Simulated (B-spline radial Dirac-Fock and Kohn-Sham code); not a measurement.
Method: multi-electron Dirac-Fock with separately optimised hole states, Breit and Lamb-shift corrections added in first order. Computed with a radial B-spline solver. Correlation energy is missing from these numbers.

Question: An atom or ion in its tabulated ground configuration has these computed binding energies (the last is its least bound level). Which is it?

```tsv
level	binding energy (eV)
2s	12171.1
2p1/2	11629.3
2p3/2	10452.5
3p3/2	3008.3
3d3/2	2612.9
4p1/2	1255.3
4d5/2	1001.7
```

Answer: Hf²⁶⁺: Z = 72 with 46 electrons, [Kr] 4d10.
